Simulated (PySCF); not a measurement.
**A ladder of Hamiltonians for Ca¹⁰⁺ (calcium, charge +10)**

Occupied: 1s1/2, 2s1/2, 2p1/2, 2p3/2. Hartree-Fock calculated with PySCF 2.14 in an uncontracted even-tempered set (21 s from 0.44 bohr⁻², ratio 2.3; 14 p from 0.53 bohr⁻², ratio 2.3), Gaussian nucleus throughout. NR is non-relativistic, sf-X2C the spin-free one-electron X2C Hamiltonian, X2C adds the bare one-electron spin-orbit term, X2C-SNSO screens it by Boettger's factors, DC is four-component Dirac-Coulomb, and the Gaunt and Breit terms are added at first order (total energies over the DC spinors, levels after relaxing the spinors in that mean field). QED terms are absent. Levels marked empty are virtual spinors of this ion.

```csv
Hamiltonian,E (hartree),E − E(DC) (hartree),CPU seconds
NR,-640.3830,2.8718,0.26
sf-X2C,-643.1817,0.0731,0.15
X2C,-643.1858,0.0690,0.2
X2C-SNSO,-643.1850,0.0698,0.2
DC,-643.2548,0.0000,8.3
DC+Gaunt,-643.0563,0.1985,15
DC+Breit,-643.0716,0.1832,55
```

Task: Give the 3p spin-orbit interval with each Hamiltonian that has one.

Result: X2C 0.7255; X2C-SNSO 0.6526; DC 0.6444; DC+Gaunt 0.6208; DC+Breit 0.6208 (eV).

| level (eV) | NR | sf-X2C | X2C | X2C-SNSO | DC | DC+Gaunt | DC+Breit |
| --- | --- | --- | --- | --- | --- | --- | --- |
| 1s1/2 | -4302.4 | -4323.5 | -4323.5 | -4323.5 | -4324.9 | -4321.6 | -4321.8 |
| 2s1/2 | -678.06 | -682.52 | -682.52 | -682.52 | -682.64 | -682.42 | -682.43 |
| 2p1/2 | -593.58 | -594.35 | -597.30 | -597.00 | -597.01 | -596.62 | -596.66 |
| 2p3/2 | -593.58 | -594.35 | -592.90 | -593.04 | -593.11 | -592.85 | -592.89 |
| 3s1/2 (empty) | -209.78 | -210.70 | -210.70 | -210.70 | -210.72 | -210.68 | -210.68 |
| 3p1/2 (empty) | -188.37 | -188.63 | -189.12 | -189.07 | -189.07 | -189.00 | -189.01 |
| 3p3/2 (empty) | -188.37 | -188.63 | -188.39 | -188.42 | -188.43 | -188.38 | -188.39 |

Weight of the small component: 1s1/2 0.00512, 2s1/2 0.000889, 2p1/2 0.000857, 2p3/2 0.000850, 3s1/2 0.000233, 3p1/2 0.000219, 3p3/2 0.000218.

Koopmans' value for the highest occupied level at DC+Breit: 592.89 eV, against an ionisation energy of 591.6 ± 0.12 eV (semi-empirical (NIST evaluation); NIST Atomic Spectra Database, ionization energies); the former lacks relaxation, correlation, QED and recoil.

The whole ladder took 82 s of wall time on 1 thread of AMD EPYC 9R45 96-Core Processor (shared host), launched as `OMP_NUM_THREADS=1 python relrun2.py TASK.json OUT` (a driver that calls PySCF for each Hamiltonian).
